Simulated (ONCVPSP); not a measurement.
# What one change does to a pseudopotential (Rh (Z = 45), ONCV)

```json
{
 "Element": "Rh",
 "Generator": "ONCVPSP 4.0.1",
 "Type": "optimised norm-conserving Vanderbilt (ONCV)",
 "Functional": "LDA (Perdew-Zunger)",
 "Relativity": "scalar-relativistic",
 "Frozen core": "[Ar] 3d10",
 "Valence charge": "17",
 "Reference configuration": "4s2 4p6 4d8 5s0.5 (charge +0.5)",
 "Partial waves": "4s+5s: rc 1.90 bohr, ncon 4, nbas 7, qcut 8 1/bohr, 2 projectors; 4p: rc 1.05 bohr, ncon 4, nbas 8, qcut 6.7 1/bohr, 2 projectors, debl 2.7 Ha; 4d: rc 1.95 bohr, ncon 4, nbas 8, qcut 6.6 1/bohr, 3 projectors, debl 2.8 Ha",
 "Local potential": "polynomial inside 0.85 bohr (lpopt 4, dvloc0 0 Ha)",
 "Core correction": "none"
}
```

Change: s: qcut 10.6.

Cutoffs: the cutoffs (Ha) at which the residual kinetic energy of the hardest occupied pseudo-wave falls to 1 and 0.1 mHa per electron; they do not see the model core or the augmentation charge, which bear on the density cutoff. Errors are all-electron minus pseudo energies relative to the spin-unpolarised reference configuration.

Q: How do hardness, ghosts and transferability respond?

A: The potential gets neither clearly harder nor softer (154 Ha and 187 Ha → 154 Ha and 187 Ha); the p channel sets the loose cutoff, while the largest relative change is in s, which becomes harder; the errors of the 4 common tests hardly move; the range in which the s phases agree widens (upper end 3.8 → at the end of the scan); neither file shows a bound ghost.

```tsv
quantity	base	changed
cutoff, loose	154 Ha	154 Ha
cutoff, tight	187 Ha	187 Ha
loose cutoff by channel	s 17 Ha, p 154 Ha, d 19 Ha	s 23 Ha, p 154 Ha, d 19 Ha
bound ghosts	none	none
GHOST(+) flags under 300 eV	s at 116.1 eV	s at 166.8 eV
error for 4s2 4p6 4d8 5s1, meV [ΔE -3.08 eV]	+0.7	+0.8
error for 4s2 4p6 4d8 5s0, meV [ΔE 4.71 eV]	-0.7	-0.6
error for 4s2 4p6 4d7 5s0, meV [ΔE 24.48 eV]	+1.8	+1.8
error for 4s2 4p6 4d7 5s2, meV [ΔE -0.70 eV]	+12	+13
s: phases at 1.93 bohr within 0.05 rad from the reference energy up to (Ha; the scan ends near 5)	3.8	to the end of the scan
p: phases at 1.07 bohr within 0.05 rad from the reference energy up to (Ha; the scan ends near 5)	to the end of the scan	to the end of the scan
d: phases at 1.98 bohr within 0.05 rad from the reference energy up to (Ha; the scan ends near 5)	to the end of the scan	to the end of the scan
```
